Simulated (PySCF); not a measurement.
**`C(/OC)=C\CI`, C4H7IO: coupling constants with relativity**

Cartesian coordinates in Å; atom numbers follow the order of the lines, from 1:
```xyz
13

C     1.869    0.939    0.839
O     1.142   -0.088    1.460
C     0.065   -0.559    0.830
C    -0.424   -0.186   -0.366
C    -1.626   -0.816   -0.932
I    -3.394    0.509   -0.884
H     2.707    1.184    1.504
H     1.246    1.838    0.691
H     2.263    0.615   -0.140
H    -0.418   -1.344    1.422
H     0.046    0.613   -0.944
H    -1.949   -1.708   -0.382
H    -1.541   -1.048   -2.000
```

[PySCF integrals, density fitting: indirect couplings; PBE0/pcJ-1 (dyall-v2z on I), no solvent, Gaussian nuclear model, structure from PBE0-D3(BJ)/def2-SVP]

Non-relativistic values:
| coupling | atoms | J (Hz) |
| --- | --- | --- |
| 1J(127I,13C) | I6 – C5 | -41.7 |
| 2J(127I,13C) | I6 – C4 | 0.3 |
| 2J(127I,1H) | I6 – H12/H13 | 21.7 |
| 3J(127I,13C) | I6 – C3 | 6.8 |
| 3J(127I,1H) | I6 – H11 | 3.3 |
| 4J(127I,17O) | I6 – O2 | -2.9 |
| 4J(127I,1H) | I6 – H10 | -4.9 |
| 5J(127I,13C) | I6 – C1 | -0.8 |
| 6J(127I,1H) | I6 – H7/H8/H9 | 1.1 |

What do two-component X2C with spin–orbit coupling give?

Results:


| coupling | atoms | with spin–orbit (Hz) |
| --- | --- | --- |
| 1J(127I,13C) | I6 – C5 | -41.9 |
| 2J(127I,13C) | I6 – C4 | -0.8 |
| 2J(127I,1H) | I6 – H12/H13 | 24.8 |
| 3J(127I,13C) | I6 – C3 | 6.1 |
| 3J(127I,1H) | I6 – H11 | 3.3 |
| 4J(127I,17O) | I6 – O2 | -3.1 |
| 4J(127I,1H) | I6 – H10 | -5.6 |
| 5J(127I,13C) | I6 – C1 | -0.9 |
| 6J(127I,1H) | I6 – H7/H8/H9 | 1.4 |

The largest listed coupling, 1J(127I,13C), ends at 1.00 times its non-relativistic value. Equivalent partners are averaged, as under fast rotation. In the static structure 6J(127I,1H) spreads over 0.0, 1.7, 2.5 Hz. Couplings to strongly quadrupolar nuclei (127I) are seldom resolved in solution.
